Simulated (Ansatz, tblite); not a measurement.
Removing an electron: [CuF2]- (CuF2⁻). Total charge -1; singlet. Geometry: PBE0-D4/def2-TZVPD. Ansatz, gas phase; energy differences of separate SCF runs; the oxidised species was run as a doublet alone.

```
atom   x (Å)   y (Å)   z (Å)
 Cu1   0.000   0.000   0.000
  F2   1.417   0.374   1.054
  F3  -1.417  -0.374  -1.054
```

The xTB rows come from tblite. HOMO above LUMO, or a gap near zero within one spin, warns that the state may not be the lowest or that an electron is smeared out.

Task: Estimate orbital energies and vertical ionisation energies at: GFN1-xTB; GFN2-xTB; PBE-D4/def2-TZVPD; r2SCAN-D4/def2-TZVPD; PBE0-D4/def2-TZVPD.

Result: 
| level | −HOMO (eV) | vertical IE (eV) | −LUMO (eV) | HOMO–LUMO gap (eV) | remarks |
| --- | --- | --- | --- | --- | --- |
| GFN1-xTB | 4.86 | 8.20 | -1.59 | 6.44 | – |
| GFN2-xTB | 2.91 | 8.04 | -5.12 | 8.03 | – |
| PBE-D4/def2-TZVPD | -0.44 | 3.70 | -3.42 | 2.97 | HOMO above zero (-1 singlet), gap within one spin near zero (doublet) |
| r2SCAN-D4/def2-TZVPD | -0.27 | 3.60 | -3.81 | 3.54 | HOMO above zero (-1 singlet), restricted SCF unstable in HF (-1 singlet) |
| PBE0-D4/def2-TZVPD | 1.09 | 3.49 | -4.10 | 5.19 | restricted SCF unstable in HF (-1 singlet) |

Run but left out: HF/def2-TZVPPD, MP2/def2-TZVPPD, CCSD/def2-TZVPPD, CCSD(T)/def2-TZVPPD (singlet: restricted singlet, unstable towards broken spin symmetry).  A HOMO above zero means that the electron is unbound at that level or that self-interaction error raises the level; the energy of removing that electron tells which. Raw xTB energy differences between charge states are shifted by several eV; the methods need an empirical correction for them.
